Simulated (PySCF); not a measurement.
# Excitation energy of S(2+) by level of theory

S(2+) [Ne] 3s2 3p2 (3P) → S(2+) [Ne] 3s1 3p2 3d1 (high-spin determinant), as a difference of total energies. Calculation: PySCF 2.14, in aug-cc-pCVTZ-DK with one added diffuse shell each of s, p, d, f type (9s8p6d4f, 91 functions); scalar relativity by spin-free X2C-1e. Correlated levels: valence: [Ne] frozen. The calculations carry no spin-orbit coupling.

```csv
method,excitation energy (cm⁻¹)
UHF,180450
MP2 (valence),189600
SCS-MP2 (valence),194440
CCSD (valence),185630
CCSD(T) (valence),184800
```

A first-order spin-orbit estimate (lowest level to lowest level, LS coupling) adds 0.016 eV.

The promoted electron is Rydberg-like, and one or two diffuse shells describe it only roughly, which tends to raise the upper state.

The coupled-cluster amplitudes are large for the upper state (T1 above 0.03 or a double amplitude above 0.15), so a single reference is strained.

The determinant of the upper state mixes LS terms, which raises its energy above the lowest term, most at the Hartree-Fock and MP2 levels.
